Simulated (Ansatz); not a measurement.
A search over several starts for the lowest SCF solution of the cluster La₂O₃⁻ at the given spin, in a small basis.

```yaml
crystal:
  periodic: [false, false, false]
  atoms:
    - {symbol: La, position_ang: [-0.323237, -0.877593, 0.768822]}
    - {symbol: La, position_ang: [3.144141, 1.342885, -0.679123]}
    - {symbol: O, position_ang: [1.511914, 0.308063, -0.007761]}
    - {symbol: O, position_ang: [-2.067249, -0.884902, -0.568633]}
    - {symbol: O, position_ang: [-2.265569, 0.111547, 0.486704]}
basis:
  gaussian: {orbitals: def2-SVP, initial_orbitals: start.molden}
total_charge: -1
magnetization: {spin_polarized: true, initial_magnetization: 1}
hamiltonian: {xc: pbe, dispersion: d4}
output: {orbitals: {seedname: orbitals}}
```

The file start.molden holds the orbitals of an earlier run on this structure, at another level or in another basis.

```sh
$ ansatz run in.yaml --threads 4 --pin off --events-out ev --progress --plain --max-ram 4787MiB
```

Output, abridged:

```
Functional definition: PBE
925 factors; their error is unknown
mean field evaluation 1: about -7819.2996 eV, gradient 8.5e1 eV
mean field evaluation 2: about -7837.9643 eV, gradient 2.4e1 eV
mean field evaluation 4: about -7851.2605 eV, gradient 3.9e0 eV
mean field evaluation 8: about -7852.0038 eV, gradient 2.2e-1 eV
mean field evaluation 16: about -7852.0316 eV, gradient 1.7e-4 eV
mean field evaluation 32: about -7851.6550 eV, gradient 5.7e0 eV
mean field evaluation 64: about -7837.1245 eV, gradient 3.0e1 eV
mean field evaluation 96: about -7852.0188 eV, gradient 6.1e-1 eV
mean field evaluation 128: about -7851.9301 eV, gradient 9.9e-1 eV
mean field evaluation 160: about -7852.0253 eV, gradient 2.8e-3 eV
mean field evaluation 192: about -7852.0269 eV, gradient 3.9e-2 eV
mean field evaluation 224: about -7852.0275 eV, gradient 1.5e-1 eV
mean field -7852.03158043 eV, -288.5568382825 hartree, gradient 8.7e-6 eV, S^2 0.935506; 11 other end points of the search recorded, 0 dependent functions left out
reference -7852.03162324 eV, -288.5568398560 hartree; 24, 23 occupied and 82, 83 virtual orbitals, 925 factors
Total energy: -7852.19746940 eV, -288.5629345898 hartree
```

Hardware: 4 threads of Intel Xeon on a shared host. Wall time 72 s.

In the def2 sets La takes a core potential; there is no spin–orbit coupling. The structure holds one bond between oxygen atoms, so isomers without such links may lie far lower. The charge -1 doublet is spin-contaminated (final ⟨S²⟩ up to 0.94, 0.75 for a pure state). The highest occupied level of the charge -1 doublet lies above zero (up to 0.44 eV). The electron is either unbound and held by the finite basis, or the level is raised by self-interaction error. Another isomer (doublet) lies 4.84 eV lower at PBE0-D4/def2-TZVPD; other spin states weren't run for this one.
